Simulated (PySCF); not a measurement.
OP, SMILES [P]=O, multiplicity 2.

Geometry optimised at PBE0-D3(BJ)/def2-TZVPD.

The numbers are results of PBE0-D3(BJ)/def2-TZVPD run with PySCF 2.14.0, not measurements.

Frequencies are harmonic and unscaled.

```csv
mode,ν (cm⁻¹),IR (km/mol),moving atoms (share of kinetic energy)
1,1287,60.7,"O 66 %, P 34 %"
```
